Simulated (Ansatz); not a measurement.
System: H3Se, charge 1, singlet. H3Se+ (SMILES [SeH3+]).
B3LYP-D3(BJ)/def2-TZVP minimum from Ansatz (an electronic-structure program):
```
Se
H 1 1.4830
H 1 1.4830 2 92.60
H 1 1.4830 2 92.60 3 -92.72
```
Charge +1, spin multiplicity 1.

Hartree-Fock and MP2 correlation energies in hartree (Ansatz). UHF or UKS for unpaired electrons; spin-orbit terms are left out. Correlated methods leave the cores frozen (noble-gas shells, and filled d and f shells in the p block). No relativity.

```json
[
 {"basis": "cc-pVTZ", "X": "3", "E(HF)": "-2401.32830", "E(corr, MP2)": "-0.16753"},
 {"basis": "cc-pVQZ", "X": "4", "E(HF)": "-2401.33224", "E(corr, MP2)": "-0.18095"},
 {"basis": "cc-pV5Z", "X": "5", "E(HF)": "-2401.33278", "E(corr, MP2)": "withheld"}
]
```

Task: Fit E(corr) = E∞ + A/X³ to X = 3 and 4, predict X = 5, and compare with the run.

Result: A = (-0.16753 - (-0.18095))/(1/27 - 1/64) = 0.6268; E∞ = -0.18095 - A/64 = -0.19074; at X = 5, E∞ + A/125 = -0.18573. The run gave -0.18648, 0.75 mEh below the prediction. The same form on X = 4 and 5 gives E∞ = -0.19228, 1.54 mEh below the first estimate.
